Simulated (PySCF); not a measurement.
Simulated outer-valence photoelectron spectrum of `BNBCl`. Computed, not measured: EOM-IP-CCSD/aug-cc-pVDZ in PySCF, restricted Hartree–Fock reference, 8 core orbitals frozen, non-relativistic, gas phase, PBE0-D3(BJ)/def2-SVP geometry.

Each root has a Gaussian of 0.6 eV full width with its one-hole share as area; cross sections and vibrations are left out, and the highest printed point is 100.

```
ionisation energy (eV)  intensity
                  10.6          0
                  10.8          2
                  11.0         15
                  11.2         52
                  11.4         97
                  11.6        100
                  11.8         58
                  12.0         31
                  12.2         40
                  12.4         56
                  12.6         54
                  12.8         57
                  13.0         80
                  13.2         93
                  13.4         72
                  13.6         35
                  13.8         10
                  14.0          5
                  14.2         16
                  14.4         39
                  14.6         53
                  14.8         39
                  15.0         18
                  15.2         16
                  15.4         36
                  15.6         52
                  15.8         42
                  16.0         18
                  16.2          4
                  16.4          1
                  16.6          0
                  16.8          0
                  17.0          0
                  17.2          0
                  17.4          0
                  17.6          1
                  17.8          4
                  18.0         18
                  18.2         42
                  18.4         51
                  18.6         34
                  18.8         12
                  19.0          2
                  19.2          0
```

Task: Where are the maxima, and how many lines lie under the curve?

Result: 6 maxima, at 11.5, 12.5, 13.2, 14.6, 15.6 and 18.4 eV, from 8 lines. At this width some lines have no maximum of their own.

Task: List the lines with their holes.

Result: 
```
E (eV)  leading hole (HF orbital)  area  Koopmans (eV)
 11.48                     HOMO-1  0.95          12.30
 11.54                       HOMO  0.96          12.30
 12.42                     HOMO-2  0.95          13.12
 13.05                     HOMO-3  0.95          13.87
 13.32                     HOMO-4  0.96          14.21
 14.60                     HOMO-5  0.94          15.72
 15.63                     HOMO-6  0.94          16.76
 18.37                     HOMO-7  0.92          20.02
```

The widest gap, 2.74 eV, lies between 15.63 and 18.37 eV. Only orbitals with −ε under 21 eV, eight at most, were ionised, so the high end of the curve may lack lines.

Conformer computed: `[BH2:1][NH:2][BH:3][Cl:4]`: B1–N2–B3–Cl4 180°.

One conformer stands for the species.
